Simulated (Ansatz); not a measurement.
Consider the ligand exchange at the Sn–C bond: `N#[C][SnH3]` + `FCS` → `FC[S][SnH3]` + `C#N`.

Calculated with Ansatz (gas phase, PBE0-D4/def2-TZVP geometries, no zero-point term in ΔE). CBS: MP2 limit from def2 TZ/QZ plus the TZ coupled-cluster correction, frozen cores. This one scheme is used for every species. DFT in def2-TZVPP. B3LYP here is the variant with VWN-RPA as its local correlation; programs differ in this. def2 core potentials past Kr. For Sn outer-core shells are correlated without core-valence functions, which leaves a few kJ/mol of doubt a bond. One conformer a species, not always the lowest.

`N#[C][SnH3]`:

```xyz
6

N    -1.326    1.134   -1.932
C    -0.740    0.634   -1.075
Sn    0.337   -0.288    0.491
H    -0.561   -0.015    1.903
H     0.436   -1.932    0.087
H     1.854    0.468    0.526
```

`FCS`:

```xyz
6

F     0.588    0.343    1.369
C    -0.256   -0.111    0.383
S     0.601   -0.563   -1.120
H    -0.997    0.664    0.187
H    -0.748   -1.019    0.739
H     0.813    0.687   -1.560
```

`FC[S][SnH3]`:

```xyz
9

F    -0.458   -1.666   -1.128
C     0.750   -1.319   -0.564
S     1.142    0.422   -0.780
Sn   -0.646    1.358    0.540
H     1.540   -1.882   -1.066
H     0.710   -1.588    0.494
H    -0.123    2.910    1.003
H    -2.078    1.447   -0.376
H    -0.837    0.317    1.878
```

`C#N`:

Cartesian coordinates in Å:
```
C -0.002 -0.008 0.024
N 0.081 0.345 -1.063
H -0.078 -0.337 1.038
```

```tsv
level	ΔE (kcal/mol)	difference from CCSD(T)/CBS
PBE-D4	-8.0	-0.6
r2SCAN-D4	-7.5	-0.1
B3LYP-D4	-7.5	-0.1
B2PLYP	-6.0	1.4
B3LYP	-5.9	1.5
MP2/def2-TZVPP	-6.3	1.1
CCSD/def2-TZVPP	-4.9	2.5
CCSD(T)/def2-TZVPP	-5.3	2.1
HF/def2-QZVPP	-4.3	3.1
SCS-MP2/def2-QZVPP	-6.5	0.9
CCSD(T)/CBS	-7.4	0
```

Largest T1 diagnostic among the species: 0.014.

The D4 term adds −1.6 kcal/mol with B3LYP and −0.9 kcal/mol with PBE0; it sums over pairs of atoms, weighted by their polarisabilities, and B3LYP, whose exchange is more repulsive, gets the larger term. In def2-TZVPP, CCSD(T) changes the Hartree–Fock value by −1.1 kcal/mol (the triples alone add −0.3 kcal/mol) and MP2 by −2.0 kcal/mol.
